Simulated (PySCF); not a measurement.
# Finite-field polarisability of Ne (neon, neutral)

[Ne], closed-shell 1S. All numbers are calculated (PySCF 2.14, the spin-free X2C one-electron Hamiltonian (Gaussian nucleus), in aug-cc-pVQZ-DK (6s5p4d3f2g, 80 functions)). Frozen: 1s2. Energy changes in a uniform field (μhartree):

| axis | F (au) | HF | MP2 | CCSD | CCSD(T) |
| --- | --- | --- | --- | --- | --- |
| x | 0.0093 | -100.855 | -113.503 | -110.639 | -112.399 |
| x | 0.0186 | -403.564 | -454.227 | -442.757 | -449.808 |

(1) Derive α along x at CCSD(T) from the two fields.

(2) And the mean polarisability at each level?

Answers

(1) With ΔE = −αF²/2 − γF⁴/24, α = −(16 ΔE(F) − ΔE(2F))/(6F²) = 2.599 bohr³.

(2) HF 2.332, MP2 2.624, CCSD 2.558, CCSD(T) 2.599 bohr³. Reference: 2.661 bohr³ (recommended; Schwerdtfeger and Nagle, table of static dipole polarizabilities (2023 update)).
